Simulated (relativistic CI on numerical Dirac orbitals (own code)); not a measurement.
# What each ingredient does to the levels of Ho²⁵⁺

Base calculation: Dirac-Coulomb-Breit CI, KLI orbitals optimised for each configuration, model QED (radiative potential, 1s self-energy scaled to tabulated hydrogen-like ionisation energies), unscaled Slater integrals.

Configuration list (outside the closed core [Ar] 3d10): 4s²4p⁶4d⁶, 4s²4p⁵4d⁷, 4s²4p⁶4d⁵4f, 4s4p⁶4d⁷, 4s²4p⁵4d⁶4f, 4s4p⁶4d⁶4f, 4s²4p⁶4d⁵5s, 4s²4p⁶4d⁵5p, 4s²4p⁶4d⁴4f5s, 4s²4p⁶4d⁵5d, 4s²4p⁵4d⁶5s, 4s²4p⁶4d⁴5s5p, 4s²4p⁶4d⁵5f, 4s²4p⁶4d⁵6s, 4s4p⁶4d⁶5s, 4p⁶4d⁷5p, 4p⁶4d⁸, 4p⁵4d⁹, 4p⁵4d⁸4f, 4s²4p⁶4d⁴5s², 4s²4p⁶4d³4f5s², 4s²4p⁵4d⁴4f5s², 4s4p⁶4d⁴4f5s². Double excitations out of closed p, d and f shells are left out; levels of such configurations are missing from the list, as are those of other unlisted configurations, and high levels can miss mixing partners. These lack a partner that the ground configuration has and come out too high: 4s²4p⁵4d⁶5s.

The lowest level and the first level of each name with at least 55 % of one term (blank where a level has no safe partner in the second run):

```tsv
Level	Base (cm⁻¹)	Shift (cm⁻¹)
4s²4p⁶4d⁶ ⁵D4	0	0
4s²4p⁶4d⁶ ⁵D3	55990	+1812
4s²4p⁶4d⁶ ⁵D1	69397	+628
4s²4p⁶4d⁶ ³H6	89227	-2199
4s²4p⁶4d⁶ ³P0	144856	-8860
4s²4p⁶4d⁶ ¹I6	176370	-3416
4s²4p⁶4d⁶ ³P1	199099	-6453
4s²4p⁶4d⁶ ¹G4	203655	-6721
4s²4p⁵4d⁷ ⁵G°6	1137291	+7651
4s²4p⁵4d⁷ ³D°3	1164019	+5229
4s²4p⁵4d⁷ ⁵G°5	1214311	+7188
4s²4p⁵4d⁷ ³H°6	1237548	+4399
```

At this charge energies of transitions that change n are usually good to better than 1 %, and those within a shell (Δn = 0) to a few per cent. Terms inside the open d or f shell come out 10 to 20 % too wide with unscaled integrals.

Q: One thing was changed in a second run, which moved the levels as shown. Which?
A. QED terms removed
B. configuration mixing switched off
C. Breit term removed
D. only the first 3 configurations
E. non-relativistic limit
F. valence Slater integrals scaled by 0.9

A: F. Valence Slater integrals scaled by 0.9. Scaling acts on the splittings between terms and on the mixing, and leaves the fine structure of pure LS terms nearly alone; in jj coupling it moves the levels of one term differently.

LS names give the leading component of a level, which can be under half, so a name can repeat, a term be missing and a line seem to break the LS rules.
